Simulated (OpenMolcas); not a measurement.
# Ni6+: Racah parameters, worked from levels

```json
{"Program": "OpenMolcas 26.06", "Basis": "ANO-RCC-VQZP [7s6p4d3f2g1h]", "Scalar Hamiltonian": "DKH2, point nucleus", "Active space": "10 electrons in 8 orbitals (RAS1 3p, at most 2 holes; RAS2 3d)", "State averaging": "2S+1 = 5 even, 5 roots; 2S+1 = 3 even, 45 roots; 2S+1 = 1 even, 44 roots", "Spin-orbit coupling": "state interaction with AMFI integrals over the reference wave functions, term energies averaged over their components"}
```

Methods: RASSCF; MS-RASPT2, IPEA 0.25 Eh, imaginary shift 0.1 Eh (closed shells correlated: 3s). Measured levels: Corliss and Sugar, J. Phys. Chem. Ref. Data 10, 197 (1981).

**Racah parameters.** Above 5D, d4 has 3G at 9B + 4C, 3H at 4B + 4C and 3D at 16B + 4C. The first two fix B and C, and the third tests them; where it misses by thousands of cm-1, two parameters do not describe the configuration (Trees and configuration-interaction terms are left out) and B and C hang on the terms chosen. Term energies are centres of gravity, weighted by 2J + 1.

| Source | 3G | 3H | B | C | C/B | 3D from B, C | 3D found |
| --- | --- | --- | --- | --- | --- | --- | --- |
| RASSCF | 42437 | 35201 | 1447 | 7353 | 5.08 | 52564 | 51749 |
| MS-RASPT2 | 38186 | 31259 | 1385 | 6429 | 4.64 | 47876 | 46775 |
| measured | 37317 | 30870 | 1289 | 6428 | 4.99 | 46336 |  |

Energies in cm-1. From RASSCF to MS-RASPT2, B changes by -4.3 % and C by -12.6 %. Against the measured terms, MS-RASPT2 has B off by +7.4 % and C by 0 %.

CASPT2 breaks the degeneracy within a term, and the mean is taken; among the terms shown or strongly mixed into the levels shown the widest spread is 400 cm-1 (3d4 3H, MS-RASPT2). Active for correlation alone: 3p; no level in the range computed is led by a configuration that opens it, so any true level of that kind is missing. Without dynamic correlation excited terms often stand tens of per cent too high (terms of higher spin than the ground term too low), and those without a measured partner can miss by more than the paired ones (holds for RASSCF). Measured partners are found by configuration, term and J. A level has none where our copy of the source lacks it or the pairing is in doubt (some pairs that miss far off the trend of their configuration count as doubtful), and it then counts in no deviation. Levels of configurations outside the active space are missing.
